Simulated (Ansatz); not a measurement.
Species: AgCl, charge 0, multiplicity 1. SMILES: [Cl][Ag]
Geometry: optimised at B3LYP-D3(BJ)/def2-TZVP (Ansatz, a quantum-chemistry and plane-wave program).

Computed values are from Ansatz. Valence correlation only, unless marked. UHF or UKS for open shells. No spin-orbit coupling. Frozen are the shells of the preceding noble gas and the d and f shells that filled before the atom's block. In def2 rows, elements after Kr have scalar-relativistic effective core potentials. CBS(X,Y): correlation extrapolated as X^-3; Hartree-Fock from the larger set.

Question: What is the vertical ionisation energy (to the doublet) at CCSD(T)/CBS(def2-TZVPPD,def2-QZVPPD)?

Answer: 10.12 eV.

Question: What is the total energy at CCSD(T)/CBS(def2-TZVPPD,def2-QZVPPD)?

Answer: -606.3730 Eh.

Question: What is the T1 diagnostic at CCSD/def2-QZVPPD?

Answer: 0.017.

Question: What is the atomisation energy De at CCSD(T)/CBS(def2-TZVPPD,def2-QZVPPD)?

Answer: 309.3 kJ/mol.

Question: What is the dipole moment at CCSD(T)/def2-SVPD?

Answer: 6.43 D.
